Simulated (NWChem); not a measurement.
System: OsO$_{4}$; SMILES [O]=[Os](=[O])(=[O])=[O]

NWChem input:

```
start job
memory heap 200 mb stack 900 mb global 1100 mb
geometry units angstroms
  Os    -0.000013    -0.000005    -0.000002
  O      1.138339     0.654055    -0.948438
  O      0.706785    -0.826345     1.200311
  O     -0.921793    -1.002917    -0.876124
  O     -0.923224     1.175197     0.624265
end
basis spherical
  * library def2-svp
end
ecp
  Os library def2-ecp
end
dft
  xc xpbe96 cpbe96
  disp vdw 4
  iterations 150
end
driver
  maxiter 120
end
task dft optimize
dft
  grid fine
  convergence energy 1d-8 density 1d-7
end
task dft freq numerical
```

Parts of the log:

```
             Northwest Computational Chemistry Package (NWChem) 7.3.0
             --------------------------------------------------------

 S4  symmetry detected

                             Geometry "geometry" -> ""
                             -------------------------

 Output coordinates in angstroms (scale by  1.889725989 to convert to a.u.)

  No.       Tag          Charge          X              Y              Z
 ---- ---------------- ---------- -------------- -------------- --------------
    1 Os                  76.0000     0.00000000     0.00000000     0.00000000
    2 O                    8.0000     1.28952688    -0.29309669     0.93506647
    3 O                    8.0000    -1.28952688     0.29309669     0.93506647
    4 O                    8.0000    -0.29309669    -1.28952688    -0.93506647
    5 O                    8.0000     0.29309669     1.28952688    -0.93506647

 Effective nuclear repulsion energy (a.u.)     871.4419965418

      Symmetry information
      --------------------

 Group name              S4
 Group number             37
 Group order               4
 No. of unique centers     2

                                Z-matrix (autoz)
                                --------

 Units are Angstrom for bonds and degrees for angles

      Type          Name      I     J     K     L     M      Value
      ----------- --------  ----- ----- ----- ----- ----- ----------
    1 Stretch                  1     2                       1.61961
    2 Stretch                  1     3                       1.61961
    3 Stretch                  1     4                       1.61961
    4 Stretch                  1     5                       1.61961
    5 Bend                     2     1     3               109.47256
    6 Bend                     2     1     4               109.47055
    7 Bend                     2     1     5               109.47055
    8 Bend                     3     1     4               109.47055
    9 Bend                     3     1     5               109.47055
   10 Bend                     4     1     5               109.47256

                           NWChem Geometry Optimization
                           ----------------------------

 maximum gradient threshold         (gmax) =   0.000450
 rms gradient threshold             (grms) =   0.000300
 maximum cartesian step threshold   (xmax) =   0.001800
 rms cartesian step threshold       (xrms) =   0.001200
 fixed trust radius                (trust) =   0.300000
 source of zmatrix                         =   autoz

          -------------------
          Energy Minimization
          -------------------

 Using diagonal initial Hessian
 Scaling for Hessian diagonals: bonds = 1.00  angles = 0.25  torsions = 0.10

          --------
          Step   0

                                 NWChem DFT Module
                                 -----------------

 Summary of "ao basis" -> "ao basis" (spherical)
 ------------------------------------------------------------------------------
       Tag                 Description            Shells   Functions and Types
 ---------------- ------------------------------  ------  ---------------------
 Os                         def2-svp                12       32   6s3p2d1f
 O                          def2-svp                 6       14   3s2p1d

      Symmetry analysis of basis
      --------------------------

        a          24
        b          22
        e+         21
        e-         21

            General Information
            -------------------
          SCF calculation type: DFT
          Wavefunction type:  closed shell.
          No. of atoms     :     5
          No. of electrons :    48
           Alpha electrons :    24
            Beta electrons :    24
          Charge           :     0
          Spin multiplicity:     1
          Use of symmetry is: on ; symmetry adaption is: on
          Maximum number of iterations: 150
          AO basis - number of functions:    88
                     number of shells:    36
          Convergence on energy requested:  1.00D-06
          Convergence on density requested:  1.00D-05
          Convergence on gradient requested:  5.00D-04

              XC Information
              --------------
          PerdewBurkeErnzerhof Exchange Functional  1.000
            Perdew 1991 LDA Correlation Functional  1.000 local
           PerdewBurkeErnz. Correlation Functional  1.000 non-local

             Grid Information
             ----------------
          Grid used for XC integration:  medium
          Radial quadrature: Mura-Knowles
          Angular quadrature: Lebedev.
          Tag              B.-S. Rad. Rad. Pts. Rad. Cut. Ang. Pts.
          ---              ---------- --------- --------- ---------
          Os                  1.30      123           7.0       590
          O                   0.60       49           7.0       434
          Grid pruning is: on
          Number of quadrature shells:   172
          Spatial weights used:  Erf1

           DFT-D3BJ Model
          s6 scale factor  :        1.000000000000
          s8 scale factor  :        0.787500000000
          a1 parameter     :        0.428900000000
          a2 parameter     :        4.440700000000
              vdW contrib  :       -0.003943305235

      Superposition of Atomic Density Guess
      -------------------------------------

 Sum of atomic energies:        -398.69644112

      Non-variational initial energy
      ------------------------------

 Total energy =    -389.072243
 1-e energy   =   -1051.839583
 2-e energy   =     418.649640
 HOMO         =      -0.466732
 LUMO         =      -0.035562

      Symmetry analysis of molecular orbitals - initial
      -------------------------------------------------

  Numbering of irreducible representations:

     1 a           2 b           3 e+          4 e-

  Orbital symmetries:

     1 a           2 b           3 e+          4 e+          5 a
     6 e+          7 e+          8 b           9 a          10 b
    11 e+         12 e+         13 b          14 a          15 b
    16 e+         17 e+         18 a          19 b          20 e+
    21 e+         22 e+         23 e+         24 a          25 a
    26 b          27 a          28 e+         29 e+         30 b
    31 b          32 e+         33 e+         34 a

   convergence    iter        energy       DeltaE   RMS-Dens  Diis-err
 ---------------- ----- ----------------- --------- --------- ---------
 d= 0,ls=0.0,diis     1   -390.4378268339 -6.35D+02  6.86D-02  6.96D+00
 d= 0,ls=0.0,diis     2   -385.9434473409  4.49D+00  5.31D-02  4.81D+01
 d= 0,ls=0.0,diis     3   -391.1217401255 -5.18D+00  2.50D-03  3.29D-02
 d= 0,ls=0.0,diis     4   -391.1223836789 -6.44D-04  1.21D-03  2.42D-02
 d= 0,ls=0.0,diis     5   -391.1248604262 -2.48D-03  1.71D-05  9.55D-06
 d= 0,ls=0.0,diis     6   -391.1248612692 -8.43D-07  3.81D-06  3.80D-07

         Total DFT energy =     -391.124861269162
      One electron energy =    -1052.328866982760
           Coulomb energy =      460.717800265592
    Exchange-Corr. energy =      -43.627551657533
 Nuclear repulsion energy =      244.117700410773

    Dispersion correction =       -0.003943305235

 Numeric. integr. density =       47.999996431259

                  Occupations of the irreducible representations
                  ----------------------------------------------

                     irrep           alpha         beta
                     --------     --------     --------
                     a                 6.0          6.0
                     b                 6.0          6.0
                     e+               12.0         12.0
                     e-                0.0          0.0

                       DFT Final Molecular Orbital Analysis
                       ------------------------------------

 Vector   22  Occ=2.000000D+00  E=-3.314334D-01  Symmetry=e+
              MO Center= -8.6D-15, -3.1D-14, -3.7D-01, r^2= 2.9D+00
   Bfn.  Coefficient  Atom+Function         Bfn.  Coefficient  Atom+Function
  ----- ------------  ---------------      ----- ------------  ---------------
    66      0.321383  4 O  pz                80     -0.321383  5 O  pz
    37      0.236934  2 O  py                51      0.236934  3 O  py
    65     -0.236919  4 O  py                79     -0.236919  5 O  py
    69      0.222684  4 O  pz                83     -0.222684  5 O  pz
    40      0.164171  2 O  py                54      0.164171  3 O  py

[...]

      ----------------------
      Optimization converged
      ----------------------

  Step       Energy      Delta E   Gmax     Grms     Xrms     Xmax
  ---- ---------------- -------- -------- -------- -------- --------
@    3    -391.17487252 -7.2D-09  0.00002  0.00001  0.00004  0.00007
                                     ok       ok       ok       ok

                                Z-matrix (autoz)
                                --------

 Units are Angstrom for bonds and degrees for angles

      Type          Name      I     J     K     L     M      Value     Gradient
      ----------- --------  ----- ----- ----- ----- ----- ---------- ----------
    1 Stretch                  1     2                       1.72039    0.00002
    2 Stretch                  1     3                       1.72039    0.00002
    3 Stretch                  1     4                       1.72039    0.00002
    4 Stretch                  1     5                       1.72039    0.00002
    5 Bend                     2     1     3               109.47048   -0.00000
    6 Bend                     2     1     4               109.47159    0.00000
    7 Bend                     2     1     5               109.47159    0.00000
    8 Bend                     3     1     4               109.47159    0.00000
    9 Bend                     3     1     5               109.47159    0.00000
   10 Bend                     4     1     5               109.47048   -0.00000

                         Geometry "geometry" -> "geometry"
                         ---------------------------------

 Output coordinates in angstroms (scale by  1.889725989 to convert to a.u.)

  No.       Tag          Charge          X              Y              Z
 ---- ---------------- ---------- -------------- -------------- --------------
    1 Os                  76.0000     0.00000000     0.00000000     0.00000000
    2 O                    8.0000     1.36974787    -0.31133012     0.99327484
    3 O                    8.0000    -1.36974787     0.31133012     0.99327484
    4 O                    8.0000    -0.31133012    -1.36974787    -0.99327484
    5 O                    8.0000     0.31133012     1.36974787    -0.99327484

 Effective nuclear repulsion energy (a.u.)     820.3943905089

      Symmetry information
      --------------------

 Group name              S4
 Group number             37
 Group order               4
 No. of unique centers     2

                Final and change from initial internal coordinates
                --------------------------------------------------

                                Z-matrix (autoz)
                                --------

 Units are Angstrom for bonds and degrees for angles

      Type          Name      I     J     K     L     M      Value       Change
      ----------- --------  ----- ----- ----- ----- ----- ---------- ----------
    1 Stretch                  1     2                       1.72039    0.10078
    2 Stretch                  1     3                       1.72039    0.10078
    3 Stretch                  1     4                       1.72039    0.10078
    4 Stretch                  1     5                       1.72039    0.10078
    5 Bend                     2     1     3               109.47048   -0.00208
    6 Bend                     2     1     4               109.47159    0.00104
    7 Bend                     2     1     5               109.47159    0.00104
    8 Bend                     3     1     4               109.47159    0.00104
    9 Bend                     3     1     5               109.47159    0.00104
   10 Bend                     4     1     5               109.47048   -0.00208

 ==============================================================================
                                internuclear distances
 ------------------------------------------------------------------------------
       center one      |      center two      | atomic units |  angstroms
 ------------------------------------------------------------------------------
    2 O                |   1 Os               |     3.25106  |     1.72039
    3 O                |   1 Os               |     3.25106  |     1.72039
    4 O                |   1 Os               |     3.25106  |     1.72039
    5 O                |   1 Os               |     3.25106  |     1.72039
 ------------------------------------------------------------------------------
                         number of included internuclear distances:          4
 ==============================================================================

[second-derivative integrals and response iterations left out]

  Vibrational analysis via the FX method

  See chapter 2 in "Molecular Vibrations" by Wilson, Decius and Cross

  Vib: Default input used

[...]

 Rotational Constants
 --------------------
 A=   0.133537 cm-1  (  0.192126 K)
 B=   0.133535 cm-1  (  0.192123 K)
 C=   0.133535 cm-1  (  0.192123 K)

 Temperature                      =   298.15K
 frequency scaling parameter      =   1.0000

 Zero-Point correction to Energy  =    7.800 kcal/mol  (  0.012430 au)
 Thermal correction to Energy     =   10.911 kcal/mol  (  0.017388 au)
 Thermal correction to Enthalpy   =   11.503 kcal/mol  (  0.018332 au)

 Total Entropy                    =   73.997 cal/mol-K
   - Translational                =   42.477 cal/mol-K (mol. weight = 253.9382)
   - Rotational                   =   24.630 cal/mol-K (symmetry #  =        2)
   - Vibrational                  =    6.890 cal/mol-K

 Cv (constant volume heat capacity) =   15.786 cal/mol-K
   - Translational                  =    2.979 cal/mol-K
   - Rotational                     =    2.979 cal/mol-K
   - Vibrational                    =    9.827 cal/mol-K

[normal modes left out]

 ----------------------------------------------------------------------------
 Normal Eigenvalue ||           Projected Infra Red Intensities
  Mode   [cm**-1]  || [atomic units] [(debye/angs)**2] [(KM/mol)] [arbitrary]
 ------ ---------- || -------------- ----------------- ---------- -----------
    1       -0.000 ||    0.000000           0.000         0.000       0.000
    2       -0.000 ||    0.000000           0.000         0.000       0.000
    3        0.000 ||    0.000000           0.000         0.000       0.000
    4        0.000 ||    0.000000           0.000         0.000       0.000
    5        0.000 ||    0.000000           0.000         0.000       0.000
    6        0.000 ||    0.000000           0.000         0.000       0.000
    7      322.032 ||    0.006028           0.139         5.876       3.118
    8      322.082 ||    0.005997           0.138         5.846       3.102
    9      322.082 ||    0.005997           0.138         5.846       3.102
   10      326.568 ||    0.000000           0.000         0.000       0.000
   11      326.568 ||    0.000000           0.000         0.000       0.000
   12      957.532 ||    0.090670           2.092        88.390      46.897
   13      957.532 ||    0.090670           2.092        88.390      46.897
   14      957.555 ||    0.090645           2.091        88.365      46.884
   15      966.814 ||    0.000000           0.000         0.000       0.000
 ----------------------------------------------------------------------------
```

Level: PBE-D3(BJ)/def2-SVP with def2 effective core potentials on Os. def2 effective core potentials on Os; no spin-orbit coupling. The printed entropy takes a lower symmetry number than the molecule has.
